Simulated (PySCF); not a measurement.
Spin-orbit coupling and the second ionisation energy along group 14

Two-component X2C-1e calculated with PySCF 2.14: MP2 on generalised Hartree-Fock spinors (GMP2), with spin-orbit coupling off and on (screened by Boettger's factors); no Breit or QED terms. Values in eV; the references (NIST) lie between the lowest levels. Elements whose determinants are no pure J levels are left out.

```csv
element,configurations,spin-free,with spin-orbit,shift,reference
"C (x2c-QZVPPall-2c, 1s2 frozen)",[He] 2s2 2p1 → [He] 2s2,24.408,24.413,0.005,24.383
"Si (x2c-QZVPPall-2c, [Ne] frozen)",[Ne] 3s2 3p1 → [Ne] 3s2,16.121,16.143,0.023,16.346
"Ge (x2c-QZVPPall-2c, [Ne] frozen)",[Ar] 3d10 4s2 4p1 → [Ar] 3d10 4s2,15.658,15.809,0.151,15.935
"Sn (x2c-QZVPPall-2c, [Ar] 3d10 frozen)",[Kr] 4d10 5s2 5p1 → [Kr] 4d10 5s2,14.112,14.483,0.371,14.633
"Pb (x2c-QZVPPall-2c, [Kr] 4d10 4f14 frozen)",[Xe] 4f14 5d10 6s2 6p1 → [Xe] 4f14 5d10 6s2,13.615,14.886,1.271,15.032
```

The largest shift is at Pb, 1.271 eV, where spin-orbit coupling lowers the species with more electrons by more than the one with fewer (starting occupations 6p1/2^1 and closed).

What remains against the references is mostly the basis and correlation beyond MP2.
